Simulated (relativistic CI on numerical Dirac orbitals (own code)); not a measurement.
# Mn²⁺: resonant inelastic scattering at the M2,3 edge

Computed with this model: Dirac-Coulomb-Breit CI, KLI orbitals optimised for each configuration, QED by a radiative potential, Kramers-Heisenberg scattering through one core-hole configuration in a parametric crystal field, unscaled Slater integrals; configurations [Ar] 3d5 → [Ne] 3s2 3p5 3d6; 80 K; core-hole width 0.48 eV; summed over polarisations. Incident energies are the highest absorption maxima for each field (at most a few, so the weaker spin-orbit partner edge can be absent), on the computed scale of the free ion. Intensities are in per cent of the strongest line above 0.02 eV; levels within 1 cm⁻¹ are merged; final levels count from the ground level, the first row holds all elastic scattering, lines under 0.4 are left out and each table stops after 24 rows. The scale of the Slater integrals is a model choice and moves the terms in proportion.

Field parameters in Wybourne normalisation: Oh B⁴₀ = 21Dq, B⁴₄ = √(5/14) B⁴₀. The field is a parameter set, without covalency.

S is read from ⟨S²⟩ = S(S + 1).

Oh, 10Dq = 16450 cm⁻¹:

| Final level (eV) | Degeneracy | Irrep | S | 54.3 eV |
| --- | --- | --- | --- | --- |
| 0.000 | 6 | Γ7+Γ8 | 2.50 | 282347.8 |
| 2.212 | 2 | Γ7 | 1.45 | 48.5 |
| 2.222 | 4 | Γ8 | 1.49 | 65.5 |
| 2.235 | 4 | Γ8 | 1.50 | 32.1 |
| 2.241 | 2 | Γ6 | 1.50 | 16.4 |
| 2.460 | 2 | Γ7 | 0.59 | 1.5 |
| 2.516 | 4 | Γ8 | 0.53 | 5.8 |
| 3.064 | 2 | Γ7 | 1.50 | 38.6 |
| 3.066 | 4 | Γ8 | 1.50 | 100.0 |
| 3.068 | 2 | Γ6 | 1.50 | 38.3 |
| 3.068 | 4 | Γ8 | 1.50 | 44.2 |
| 3.883 | 4 | Γ8 | 1.46 | 53.7 |
| 3.889 | 4 | Γ6+Γ7 | 1.49 | 39.0 |
| 3.892 | 4 | Γ8 | 1.50 | 49.5 |
| 4.011 | 2 | Γ7 | 0.51 | 2.0 |
| 4.059 | 4 | Γ8 | 0.58 | 2.0 |
| 4.086 | 2 | Γ6 | 0.53 | 1.6 |
| 4.306 | 2 | Γ7 | 0.52 | 1.6 |
| 4.309 | 4 | Γ8 | 0.51 | 2.7 |
| 4.405 | 4 | Γ8 | 1.49 | 19.4 |
| 4.408 | 2 | Γ6 | 1.50 | 10.9 |
| 4.434 | 4 | Γ8 | 1.50 | 29.0 |
| 4.452 | 2 | Γ7 | 1.49 | 19.9 |
| 4.588 | 4 | Γ8 | 0.52 | 6.0 |

Oh, 10Dq = 18950 cm⁻¹:

```csv
Final level (eV),Degeneracy,Irrep,S,54.3 eV
0.000,6,Γ7+Γ8,2.50,150865.3
1.823,2,Γ7,0.83,13.8
1.886,4,Γ8,1.06,18.2
1.935,4,Γ8,1.49,22.0
1.943,2,Γ6,1.50,9.3
1.964,2,Γ7,1.30,11.5
1.970,4,Γ8,1.11,13.7
2.814,8,,1.50,100.0
2.815,4,Γ8,1.50,52.6
3.716,2,Γ7,0.51,0.8
3.744,4,Γ8,0.60,4.7
3.779,2,Γ6,0.59,2.2
3.881,2,Γ7,1.44,7.7
3.889,4,Γ8,1.47,27.7
3.901,2,Γ6,1.45,17.2
3.903,4,Γ8,1.44,41.2
4.036,6,Γ7+Γ8,0.57,5.5
4.307,4,Γ8,0.63,4.5
4.382,2,Γ6,1.50,8.7
4.389,4,Γ8,1.44,11.9
4.407,4,Γ8,1.49,17.5
4.421,2,Γ7,1.50,11.6
4.856,2,Γ7,1.50,11.4
4.857,4,Γ8,1.50,35.8
```

For the first field the strongest loss at the lowest incident energy is the level at 3.07 eV (S = 1.50, against 2.50 in the thermal ground state). Levels of other spin, the first over 8 % at 2.21 eV, appear because spin-orbit coupling of the core hole, and in heavier ions of the valence shell too, mixes spins.
